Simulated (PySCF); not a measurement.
# Two-dimensional NMR puzzle

Compound of formula C5H6N2. Correlations simulated from computed shifts and couplings:

HSQC (one-bond C–H):
| δH | δC | ¹J(C,H) (Hz) |
| --- | --- | --- |
| 8.18 | 155.1 | 183 |
| 7.41 | 143.0 | 165 |
| 6.47 | 116.9 | 173 |
| 6.21 | 108.6 | 167 |

COSY cross peaks (|J| ≥ 2 Hz):
| δH | δH | abs. J (Hz) | bonds |
| --- | --- | --- | --- |
| 8.18 | 6.47 | 5.5 | 3 |
| 7.41 | 6.47 | 7.9 | 3 |
| 7.41 | 6.21 | 9.1 | 3 |

HMBC (two and three bonds, |J| ≥ 2.5 Hz):
| δH | δC [abs. J in Hz] |
| --- | --- |
| 8.18 | 161.3 [12.7], 143.0 [7.2], 116.9 [8.8] |
| 7.41 | 161.3 [8.3], 155.1 [7.7] |
| 6.47 | 155.1 [4.5], 108.6 [7.2] |
| 6.21 | 116.9 [6.2] |

Carbons without hydrogens: δ 161.3.

Rapidly exchanging positions averaged, one conformer, isolated molecule, non-relativistic Hamiltonian. J couplings at B3LYP/pcJ-1 (spin–dipole term only in couplings to heteroatoms); NMR shieldings at PBE0/pcSseg-1/GIAO; coordinates at the PBE0-D3(BJ)/def2-SVP level; PySCF.

Chemical shifts δ = σref − σ; TMS for ¹H (31.27 ppm), ¹³C (184.41 ppm), all at this level.

Exchangeable hydrogens are left out of these lists, and C,H couplings along chains are those of one rotamer, so weak HMBC peaks may be missing or extra.

Assemble the structure.

Results:

SMILES Nc1ccccn1.

Structure with atom numbers: `[NH2:1][c:2]1[cH:3][cH:4][cH:5][cH:6][n:7]1`. Hydrogens are named by the atom that carries them.

1. δC 161.3 is C2, an aromatic carbon bearing nitrogen.
2. δC 155.1 is C6, an aromatic CH next to a ring nitrogen (δH 8.18).
3. δC 143.0 is C4, an aromatic CH (δH 7.41).
4. δC 116.9 is C5, an aromatic CH (δH 6.47).
5. δC 108.6 is C3, an aromatic CH (δH 6.21).
6. HMBC from δH 8.18 reaches the proton-free carbon C2.
7. HMBC from δH 7.41 reaches the proton-free carbon C2.
8. COSY links 8.18–6.47, 7.41–6.47, 7.41–6.21.

The data come from this structure; uniqueness wasn't tested.

OH/NH shifts are gas-phase values; hydrogen bonding in solution moves them, usually downfield. Unscaled 3J(H,H) at this level run about 10 % above measured values. Shifts are as computed. Against solution values, carbons near 30 ppm lie about +2 ppm off and those near 130 ppm about +5 ppm. Of 1211 compounds with measured shifts, 218 miss one by over three times the rms of a fit or turn the order of signals round; such compounds aren't used in these exercises.
